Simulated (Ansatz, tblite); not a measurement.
Removing and adding an electron: the cluster Ge₂O₂ (the lowest singlet isomer of a short search). Charge 0, multiplicity 1. Geometry: PBE-D4/def2-SVP. Ansatz, gas phase; energy differences of separate SCF runs; the oxidised species was run as a doublet alone; the reduced species was run as a doublet alone.

```tsv
atom	x (Å)	y (Å)	z (Å)
Ge1	0.1424	1.1798	-0.6524
Ge2	-0.1416	-1.1800	0.6523
O3	-0.2796	-0.5718	-1.0950
O4	0.2788	0.5719	1.0951
```

The xTB rows come from tblite. The structure comes from a short search, and lower isomers may exist.

| level | −HOMO (eV) | vertical IE (eV) | −LUMO (eV) | vertical EA (eV) | HOMO–LUMO gap (eV) | IE − EA (eV) | remarks |
| --- | --- | --- | --- | --- | --- | --- | --- |
| GFN1-xTB | 10.05 | 13.68 | 7.76 | 4.80 | 2.29 | 8.87 | – |
| r2SCAN-D4/def2-TZVPD | 6.30 | – | 3.24 | 0.97 | 3.05 | – | HOMO above zero (-1 doublet) |
| PBE0-D4/def2-TZVP | 7.07 | 9.15 | 2.45 | – | 4.62 | – | – |
| PBE0-D4/def2-TZVPD | 7.12 | – | 2.50 | 0.78 | 4.62 | – | HOMO above zero (-1 doublet) |

(1) Estimate the rows for GFN2-xTB, PBE-D4/def2-TZVP, PBE-D4/def2-TZVPD, r2SCAN-D4/def2-TZVP.

## Answers

(1) 
| level | −HOMO (eV) | vertical IE (eV) | −LUMO (eV) | vertical EA (eV) | HOMO–LUMO gap (eV) | IE − EA (eV) | remarks |
| --- | --- | --- | --- | --- | --- | --- | --- |
| GFN2-xTB | 11.28 | 15.35 | 7.56 | 3.63 | 3.72 | 11.72 | – |
| PBE-D4/def2-TZVP | 5.97 | 8.98 | 3.25 | – | 2.72 | – | – |
| PBE-D4/def2-TZVPD | 6.05 | – | 3.31 | 0.85 | 2.74 | – | HOMO above zero (-1 doublet) |
| r2SCAN-D4/def2-TZVP | 6.26 | 9.12 | 3.22 | – | 3.04 | – | – |

Relaxing the oxidised species (PBE-D4/def2-SVP) changes its energy by -0.03 eV at PBE-D4/def2-TZVP, so the adiabatic ionisation energy to this nearest minimum is 8.95 eV. At PBE0-D4/def2-TZVP it is 9.11 eV.     A HOMO above zero means that the electron is unbound at that level or that self-interaction error raises the level; the energy of removing that electron tells which. Raw xTB energy differences between charge states are shifted by several eV; the methods need an empirical correction for them.
